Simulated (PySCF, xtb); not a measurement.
In(F)2(NH2) (F₂H₂InN), SMILES [NH2][In]([F])[F]. The values are those of a single conformer.

Harmonic wavenumbers (cm⁻¹) from GFN2-xTB (xtb) at its own minimum, in rising order: 63, 93, 98, 150, 321, 362, 447, 728, 737, 1399, 3329, 3365.

Problem. What does B3LYP-D3(BJ)/def2-SVP (PySCF) give at its own minimum? (An estimate is asked for; the answer gives what the named calculation found.)

Solution. 101, 133, 142, 239, 487, 600, 619, 642, 841, 1522, 3504, 3606. Paired by order, the mean absolute difference is 126 cm⁻¹ and the zero-point energies are 15.9 and 17.8 kcal/mol.
